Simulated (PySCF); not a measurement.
CH₇GeNO, SMILES C[NH][GeH2][OH].

The structure is a stationary point at ωB97X-D3(BJ)/def2-SVP. The structure was generated by enumeration, and PubChem lists no compound with its InChIKey, so it may never have been made. The values are those of a single conformer.

Two levels are set side by side: PBE/def2-TZVP (PySCF) and B3LYP/def2-TZVP (PySCF). Same geometry, gas phase. Differences are taken from unrounded values.

```
quantity                     B3LYP    PBE  PBE minus B3LYP
---------------------------  -----  -----  ---------------
orbital gap (eV)              6.79   5.09            -1.70
highest occupied level (eV)  -6.54  -5.37             1.17
lowest empty level (eV)       0.25  -0.28            -0.52
dipole moment (D)             2.03   2.00            -0.04
mean polarisability (bohr³)   53.7   55.8              2.1
```

Without exact exchange PBE keeps part of each electron's self-repulsion, which lifts occupied levels and narrows the gap. Loosely held outer electrons make PBE densities more polarisable. Differences between two approximate levels are no errors against the true value.

Rough cost on one machine, each run with all the roots and properties that it gave: B3LYP against PBE within a factor of 2.
